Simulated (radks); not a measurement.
All-electron atom: the neon ion Ne3+ in 2s2 2p3 3d2 (not the ground configuration). Calculated with a radial shooting solver on a logarithmic mesh with Libxc functionals: Dirac Kohn-Sham, LDA (Slater exchange, VWN5 correlation), spin-unpolarised, spherical densities, finite nucleus; open shells fill j = l - 1/2 first; Fermi nuclear charge, rms radius 3.0055 fm. Some entries of the table are withheld. Estimate them.

| orbital | occ. | eigenvalue (eV) | <1/r> (bohr^-1) |
|---|---|---|---|
| 2s1/2 | 2 | (1) | (2) |
| 2p1/2 | 2 | (3) | 2.183 |
| 2p3/2 | 1 | (4) | 2.177 |
| 3d3/2 | 2 | (5) | (6) |
| 3d5/2 | 0 | (7) | (8) |

Answer. 
(1) 2s1/2 eigenvalue (eV): -148.2520
(2) 2s1/2 <1/r> (bohr^-1): 2.162
(3) 2p1/2 eigenvalue (eV): -133.7784
(4) 2p3/2 eigenvalue (eV): -133.4614
(5) 3d3/2 eigenvalue (eV): -24.7025
(6) 3d3/2 <1/r> (bohr^-1): 0.5863
(7) 3d5/2 eigenvalue (eV): -24.6971
(8) 3d5/2 <1/r> (bohr^-1): 0.5861
